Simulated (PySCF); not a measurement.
CBr2ClF, SMILES FC(Cl)(Br)Br. Atoms are numbered in the order given.

```xyz
5

F     -1.6671    -0.5943     0.0000
C     -0.3484    -0.4142     0.0000
Cl     0.4531    -1.9981     0.0000
Br     0.1342     0.5972    -1.6086
Br     0.1342     0.5972     1.6086
```

Geometry optimised at B3LYP-D3(BJ)/def2-SVP.

Two levels are set side by side: PBE/pcSseg-1 (PySCF) and HF/pcSseg-1 (PySCF). GIAO shifts against CFCl3 (¹⁹F), HCl (³⁵Cl), TMS (¹³C) at the same level; non-relativistic, no solvent, atoms listed together averaged. Without spin–orbit terms, shifts of atoms bonded to Cl or Br come out too high at both levels. Differences are taken from unrounded values.

```tsv
quantity	HF
δ(¹⁹F) of F1 (ppm)	-0.8
δ(¹³C) of C2 (ppm)	131.5
δ(³⁵Cl) of Cl3 (ppm)	501.0
```

### Question
What does PBE give, and how far is it from HF? (The exact figures need the calculation; the answer reports its results.)

### Answer

```
quantity                PBE  PBE minus HF
--------------------  -----  ------------
δ(¹⁹F) of F1 (ppm)     14.9          15.7
δ(¹³C) of C2 (ppm)    163.9          32.4
δ(³⁵Cl) of Cl3 (ppm)  671.8         170.8
```

Rough cost on one machine, each run with all the roots and properties that it gave: HF against PBE within a factor of 2.
